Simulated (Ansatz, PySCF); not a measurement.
The pair A = BH3O (SMILES BO) (first 5 atoms), B = BH3O (SMILES BO); geometry from B3LYP-D3(BJ)/def2-TZVP.
(charge 0, multiplicity 1):
```xyz
10

B     -0.78249     0.03356    -0.55957
O     -0.05464     0.10726     0.58400
H     -1.92538    -0.27308    -0.44198
H     -0.26913     0.27112    -1.61052
H      0.86930     0.35719     0.46689
B      0.86519    -0.01032     3.86085
O     -0.36588    -0.26582     3.38856
H      1.04313    -0.09013     5.03834
H      1.75613     0.28985     3.10976
H     -0.42931    -0.18001     2.42239
```

Rows in 6-31G* carry no dispersion term and start afresh at each structure (6-31G* with six Cartesian d functions).

Run with Ansatz (Gaussian basis) for Hartree–Fock, density functionals and correlated methods; PySCF for 6-31G* rows. 

Total energies (hartree), monomers frozen at their geometry in the pair:

```csv
structure,HF/aug-cc-pVDZ,PBE/def2-TZVPPD,B3LYP/6-31G*
AB,-202.6851589,-203.6479081,-203.8235077
A in the pair's basis,-101.3400877,-101.8200184,-101.9081285
B in the pair's basis,-101.3396492,-101.8199496,-101.9071591
A,-101.3397463,-101.8199670,-101.9063773
B,-101.3394205,-101.8198951,-101.9064426
```

Question: Work out the interaction energy without and with the counterpoise correction, and the superposition error, for each level.

Answer: 
E(AB) − E(A) − E(B), times 627.509 kcal/mol, with the monomers in their own basis and then in the pair's basis:
- HF/aug-cc-pVDZ: -3.76 uncorrected, -3.40 corrected; the monomers gain 0.36 kcal/mol from borrowed functions
- PBE/def2-TZVPPD: -5.05 uncorrected, -4.98 corrected; the monomers gain 0.07 kcal/mol from borrowed functions
- B3LYP/6-31G*: -6.71 uncorrected, -5.16 corrected; the monomers gain 1.55 kcal/mol from borrowed functions

Ansatz is a quantum-chemistry and plane-wave program.
